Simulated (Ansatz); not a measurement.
CH2BBrO3 (`OB1OC(Br)O1`). The species carries charge 0 and has multiplicity 1. All single points use the PBE0-D4/def2-TZVP geometry. It is one conformer, not always the lowest.

```xyz
8

O     2.098    0.003    0.206
B     0.778   -0.030    0.023
O     0.038    0.070   -1.151
C    -1.057   -0.116   -0.292
Br   -2.290    1.376   -0.295
O    -0.301   -0.202    0.893
H     2.374   -0.090    1.121
H    -1.640   -1.011   -0.506
```

Q: What is the dipole moment at PBE/def2-TZVPP? (An estimate is asked.)

A: Ansatz gave: 2.24 D, with components (1.11, -1.30, 1.45) D in this frame, pointing from negative to positive charge.

Q: And with r2SCAN, B3LYP, ωB97M-V? (Best estimate.)

A: Ansatz gave: r2SCAN 2.33 D, B3LYP 2.23 D, ωB97M-V 2.23 D.

Q: Give the Mulliken charges with PBE, r2SCAN, ωB97M-V in def2-TZVPP. (Estimate.)

A: The calculation gave: 
```json
{"atom": "O1", "PBE": "-0.23", "r2SCAN": "-0.28", "ωB97M-V": "-0.27"}
{"atom": "B2", "PBE": "0.33", "r2SCAN": "0.44", "ωB97M-V": "0.46"}
{"atom": "O3", "PBE": "-0.27", "r2SCAN": "-0.34", "ωB97M-V": "-0.33"}
{"atom": "C4", "PBE": "0.19", "r2SCAN": "0.31", "ωB97M-V": "0.18"}
{"atom": "Br5", "PBE": "-0.09", "r2SCAN": "-0.11", "ωB97M-V": "-0.06"}
{"atom": "O6", "PBE": "-0.28", "r2SCAN": "-0.35", "ωB97M-V": "-0.34"}
{"atom": "H7", "PBE": "0.22", "r2SCAN": "0.23", "ωB97M-V": "0.20"}
{"atom": "H8", "PBE": "0.13", "r2SCAN": "0.10", "ωB97M-V": "0.15"}
```

B3LYP here is the variant with VWN-RPA as its local correlation; programs differ in this.
